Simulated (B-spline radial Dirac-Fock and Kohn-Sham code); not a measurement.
## Auger decay of the 3p1/2 hole in Hf⁴⁺

System: the Hf⁴⁺ ion, [Xe] 4f14.

Method: independent-particle rates on relativistic LDA orbitals of the hole state (multipoles up to L = 3, Coulomb Auger matrix elements, transition energies from Dirac-Fock). Computed with a radial atomic solver. Kinetic energies are configuration averages from the vacuum level; the two-hole energies are estimated from single-hole states.

```csv
transition,kinetic energy (eV),width (meV),share (%)
M2-M4N1,25.89,758,6.7
M2-M5N1,80.61,128,1.1
M2-M4N2,123.9,752,6.6
M2-M3N6,161.4,388,3.4
M2-M3N7,163.6,392,3.4
M2-M5N2,178.1,847,7.4
M2-M4N3,183.2,870,7.6
M2-M5N3,238.2,75.5,0.7
M2-M4N4,345.1,301,2.6
M2-M4N5,354.9,355,3.1
M2-M4O1,512.3,129,1.1
M2-M4O2,544.7,94.6,0.8
M2-M4O3,553.7,116,1.0
M2-M4N6,558.5,1870,16.4
M2-M4N7,559.4,2850,25.0
M2-M5O2,599.3,86.7,0.8
M2-M5N6,612.1,65.7,0.6
M2-N1N2,1306.0,54.6,0.5
M2-N2N3,1459.3,120,1.1
M2-N2N4,1623.0,116,1.0
M2-N2N5,1629.9,189,1.7
M2-N2N6,1831.7,58.5,0.5
M2-N2N7,1832.2,100,0.9
M2-N6N7,2262.8,80.2,0.7
```

Coster-Kronig rates are the weakest part of this model and often come out 1.5 to 2.5 times too large. The listed channels hold 95 % of the non-radiative rate. Summed by principal shells, of 11.4 eV in all: MMN 85.6 %, MNN 8.1 %, MMO 5.2 %, MNO 1.0 %.
